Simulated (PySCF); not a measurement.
PBE against B3LYP for molecules with a metal or metalloid centre: dipole moment.

Values in D, from PySCF. Where two bases are given, the first is that of PBE. B3LYP is a level with its own limits.

```tsv
system	basis	PBE	B3LYP	PBE − B3LYP
Zr(F)4 singlet	def2-TZVP	0.01	0.01	0.00
Al(H)(Et)2 singlet	def2-TZVP	0.68	0.64	0.03
Al(H)(Me)2(py) singlet	def2-SVP	6.32	6.55	-0.23
B(Me)2(SeH) singlet	def2-TZVP	1.06	1.11	-0.06
Ga(Cl)2(Br) singlet	def2-TZVP	0.37	0.37	0.00
B(H)(Cl)(OH) singlet	def2-TZVP	1.22	1.15	0.07
C[Si](C)(O)C[CH2][Al]([OH])[OH] singlet	def2-SVP	2.04	2.16	-0.11
C[Si](O)(O)[SiH2]B(O)O singlet	def2-SVP	2.29	2.31	-0.01
CB(C)C#C[SiH2]Cl singlet	def2-TZVP	1.33	1.36	-0.02
Bi(Et)(OH)2 singlet	def2-TZVP	2.73	2.92	-0.19
B(H)(Cl)2(OH2) singlet	def2-TZVP	4.06	4.13	-0.07
[CH3][Ge]([CH3])([CH3])[CH2][SiH](Cl)Cl singlet	def2-SVP	2.01	1.99	0.01
C[SiH2]C[SiH](Cl)Cl singlet	def2-TZVP	2.04	2.11	-0.07
Si(F)3(SiH3) singlet	def2-TZVP	2.18	2.33	-0.15
borazine singlet	def2-TZVP	0.00	0.00	0.00
Sn(I)2 singlet	def2-TZVP	2.51	2.78	-0.27
F[SiH2]N[SiH](Cl)Cl singlet	def2-TZVP	2.10	2.19	-0.09
Al(H)2(OtBu) singlet	def2-SVP	1.51	1.43	0.08
C[SiH2]/C=C/[Si](Cl)(Cl)Cl singlet	def2-TZVP	2.11	2.13	-0.02
B(All)(Me)(OMe) singlet	def2-SVP	1.52	1.56	-0.04
C[SiH2]O[Si](C)(C)O[SiH3] singlet	def2-SVP	0.72	0.75	-0.03
C[SiH2]c1cc[c]([GeH3])cc1 singlet	def2-SVP	0.76	0.72	0.04
Al(F)2(SiH3) singlet	def2-TZVP	1.93	1.98	-0.05
Cd(OMe)(SiH3) singlet	def2-TZVP	1.49	1.68	-0.18
```

Task: What do these rows say about the size and sign of the difference from B3LYP?

Result: The mean difference from B3LYP is -0.06 D (median -0.03) and the mean absolute one 0.08 D (median 0.05); PBE lies above in 5 and below in 19 of 24 cases. It is closest for borazine singlet (0.00), Ga(Cl)2(Br) singlet (0.00), Zr(F)4 singlet (0.00) and furthest off for Sn(I)2 singlet (-0.27), Al(H)(Me)2(py) singlet (-0.23), Bi(Et)(OH)2 singlet (-0.19).
